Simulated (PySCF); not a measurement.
Computed with B3LYP-D3(BJ)/def2-TZVP // r2SCAN-D4/def2-SVP in PySCF. Gas-phase values, no solvent. One relaxed conformer stands for a flexible species; it need not be the lowest. B3LYP has the VWN-RPA correlation part, as in Gaussian. 

Reference species: [Hf(F)(NH2)3] (neutral, multiplicity 1).

- HOMO–LUMO gap = 6.44 eV
- HOMO = -6.80 eV
- coordination number = 4
- LUMO = -0.36 eV

After one change: the HOMO–LUMO gap goes up by 4.10 eV; the HOMO falls by 5.06 eV; the coordination number stays essentially unchanged; the LUMO falls by 0.96 eV.

What was changed between the two runs? The new species is one of these.
A) [Hf(F)3(NH2)]
B) [Hf(F)4]
C) [Hf(F)2(NH2)2]
D) [Hf(NH2)4]

B, [Hf(F)4]
